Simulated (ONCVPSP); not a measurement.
Logarithmic derivatives: oxygen, ONCV

ONCVPSP 4.0.1 input, shortened (lines: element, Z, core and valence counts, functional; n l f; lmax; l rc ep ncon nbas qcut; lloc lpopt rc5 dvloc0; l nproj debl; icmod fcfact rcfact), LDA (Perdew-Zunger), non-relativistic:

```
  O 8.00    1    2        3      upf
    1    0    2.00
    2    0    2.00
    2    1    4.00
    1
    0    0.65    0.00    3    8    9.30
    1    1.30    0.00    4    9   10.70
    4    5    0.60    0.00
    0    2    3.70
    1    2    2.60
    0    0.00    0.00
```

The phase is arctan(r·R′/R) of the radial function R(r), unwrapped; energies in Ha, scanned from -2 to 5 Ha. A pole is an energy at which the radial function vanishes at the test radius. The pseudo phase is shifted by a multiple of π to meet the all-electron one at the reference energy, and phase errors are pseudo minus all-electron; the curves can meet again beyond the range given. Levels narrower than the energy grid can be missing from the lists of poles.

| channel | radius (bohr) | reference energy (Ha) | poles, all-electron | poles, pseudo | unbroken range about the reference energy with phases within 0.05 rad | phase error 1 Ha above the reference energy (rad) |
| --- | --- | --- | --- | --- | --- | --- |
| s | 0.66 | -0.87 | none | none | the whole range | +0.000 |
| p | 1.32 | -0.34 | 0.90 | 0.90 | the whole range | -0.000 |

Phases in the s channel:

```csv
E (Ha),all-electron,pseudo
-1.98,0.011,0.011
-1.62,-0.079,-0.079
-1.26,-0.169,-0.170
-0.90,-0.260,-0.260
-0.54,-0.348,-0.348
-0.18,-0.434,-0.433
0.18,-0.515,-0.515
0.54,-0.591,-0.591
0.90,-0.663,-0.663
1.26,-0.729,-0.729
1.62,-0.790,-0.790
1.98,-0.847,-0.846
2.34,-0.898,-0.898
2.70,-0.945,-0.945
3.06,-0.989,-0.988
3.42,-1.028,-1.028
3.78,-1.065,-1.064
4.14,-1.098,-1.098
4.50,-1.129,-1.129
4.86,-1.157,-1.157
```
